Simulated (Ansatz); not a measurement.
C3H10ClGaOSi, SMILES `C[CH](C)[Ga]([Cl])[O][SiH3]` at its PBE0-D4/def2-TZVP geometry, where that method's forces vanish. Total charge 0; spin multiplicity 1.

```xyz
17

C    -1.2711    1.4736    0.6224
C    -1.0630   -0.0122    0.8972
C    -0.8978   -0.3173    2.3801
Ga    0.4279   -0.7192   -0.1702
Cl    1.7405   -2.3002    0.4714
O     0.8189   -0.1005   -1.7899
Si    1.9292   -0.4074   -2.9512
H    -1.3951    1.6849   -0.4417
H    -2.1651    1.8334    1.1430
H    -0.4280    2.0705    0.9815
H    -1.9363   -0.5604    0.5213
H    -1.7809    0.0148    2.9366
H    -0.0342    0.2028    2.8037
H    -0.7630   -1.3838    2.5717
H     1.6888    0.5261   -4.0828
H     1.8161   -1.8056   -3.4498
H     3.3131   -0.1994   -2.4432
```

Problem. What forces (eV/Å) does ωB97M-V/def2-TZVPP give on these atoms in the Gaussian-basis code of Ansatz? (Estimate.)

Solution. The calculation gave: 
```
C1  -0.063  0.208 -0.015
C2   0.009 -0.198 -0.209
C3  -0.008 -0.028  0.216
Ga4 -0.068  0.015  0.111
Cl5  0.001  0.001 -0.006
O6  -0.028  0.022  0.006
Si7  0.173 -0.024 -0.216
H8   0.013 -0.018  0.074
H9   0.070 -0.024 -0.039
H10 -0.048 -0.047 -0.022
H11  0.055  0.057  0.046
H12  0.069 -0.024 -0.039
H13 -0.050 -0.030 -0.036
H14 -0.006  0.072 -0.016
H15  0.033 -0.116  0.134
H16  0.011  0.160  0.064
H17 -0.162 -0.026 -0.052
```
